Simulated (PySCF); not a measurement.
The numbers are results of PySCF 2.14.0 with ωB97X-D3(BJ)/def2-TZVP // PBE0-D3(BJ)/def2-SVP, not measurements. Isolated molecules, 0 K electronic values unless said otherwise. One relaxed conformer stands for a flexible species; it need not be the lowest. Delta-SCF ions had no search for a lower state. Excitations are Tamm–Dancoff values on a coarser integration grid. The basis has no diffuse functions, so Rydberg states are missing or too high.

Reference species (SMILES): `[CH2]([Sn]([Cl])([Cl])[CH2]C)C` (C–C–Sn–Cl torsion 56°, Cl–Sn–C–C torsion -56°) (neutral, multiplicity 1).

```json
{
 "vertical ionisation energy (Delta-SCF)": "9.95 eV",
 "T1 excitation (TDA)": "5.64 eV"
}
```

Changed species: `[Cl][Sn]([Cl])([CH2]C)[Cl]` (1 of 4 Cl replaced by C2H5; the reference has 2 of 4 Cl replaced by C2H5).

**Question.** What does the change do to the vertical ionisation energy (Delta-SCF) and T1 excitation (TDA)?

**Answer.** the vertical ionisation energy (Delta-SCF) rises by 0.93 eV, to 10.88 eV; the T1 excitation (TDA) falls by 0.43 eV, to 5.21 eV.
